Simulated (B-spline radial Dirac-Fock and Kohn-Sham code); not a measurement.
# Relative intensities of the L3 lines, Sr to In

Level of theory: a relativistic independent-particle model: LDA orbitals of the hole state, radiative multipoles to third order, Auger rates from the Coulomb interaction with a continuum orbital, Dirac-Fock energies; a B-spline atomic structure program. Each entry is the share of the radiative L3 rate in per cent; values in brackets are the Scofield rates tabulated in xraylib.

| Z | element | Lℓ | Lα2 | Lα1 | Lβ6 | Lβ2 | radiative width (eV) |
| --- | --- | --- | --- | --- | --- | --- | --- |
| 38 | Sr | 3.48 (3.82) | 9.69 (9.67) | 86.2 (85.9) | 0.552 (0.561) | – | 0.0349 |
| 40 | Zr | 3.36 (3.66) | 9.57 (9.56) | 85.1 (85.0) | 0.579 (0.593) | 1.19 (1.03) | 0.0475 |
| 41 | Nb | 3.29 (3.58) | 9.45 (9.45) | 84.0 (84.0) | 0.580 (0.595) | 2.33 (2.04) | 0.0553 |
| 42 | Mo | 3.25 (3.52) | 9.37 (9.39) | 83.3 (83.3) | 0.587 (0.604) | 3.12 (2.82) | 0.0638 |
| 43 | Tc | 3.21 (3.46) | 9.32 (9.30) | 82.8 (82.5) | 0.600 (0.609) | 3.58 (3.64) | 0.0730 |
| 44 | Ru | 3.16 (3.41) | 9.19 (9.20) | 81.6 (81.7) | 0.597 (0.614) | 4.82 (4.50) | 0.0838 |
| 45 | Rh | 3.13 (3.36) | 9.09 (9.11) | 80.8 (80.8) | 0.601 (0.618) | 5.71 (5.40) | 0.0956 |
| 46 | Pd | 3.09 (3.32) | 8.97 (9.00) | 79.7 (79.8) | 0.598 (0.617) | 6.85 (6.46) | 0.109 |
| 47 | Ag | 3.07 (3.29) | 8.90 (8.91) | 79.0 (79.1) | 0.606 (0.624) | 7.52 (7.22) | 0.123 |
| 48 | Cd | 3.05 (3.26) | 8.83 (8.84) | 78.3 (78.4) | 0.614 (0.632) | 8.15 (7.90) | 0.138 |
| 49 | In | 3.03 (3.23) | 8.76 (8.76) | 77.7 (77.7) | 0.623 (0.641) | 8.76 (8.55) | 0.155 |

Values without a named source are computed, but for edge energies of neutral atoms, which are taken from tables.
